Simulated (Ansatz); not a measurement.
Basis-set extrapolation for CH5AlF2Si, SMILES `[F][AlH][CH](F)[SiH3]` (PBE0-D4/def2-TZVP geometry, frozen core, Ansatz 0.2.0). Multiplicity 1, RHF reference.

```
                      def2-TZVPP   def2-QZVPP
                 HF  -770.683613  -770.711202
    MP2 correlation    -0.871500    -0.947190
CCSD(T) correlation    -0.940207      not run
```

Energies in hartree. Use E(X) = E(∞) + A·exp(−7.88·√X) for Hartree–Fock and E(X) = E(∞) + B·X^(−2.97) for correlation, with X = 3 and 4, and add CCSD(T) minus MP2 of the smaller set to the MP2 limit.

**Question.** What is the CCSD(T) energy at the basis-set limit?

**Answer.** HF limit: -770.711202 + (-0.027589) × 0.13774 = -770.71500. MP2 limit: -0.947190 + (-0.075690) × 0.74074 = -1.00326. Higher-order term: -0.940207 − (-0.871500) = -0.06871. Total: -771.78697 hartree, 102.4 kcal/mol below CCSD(T)/def2-TZVPP.
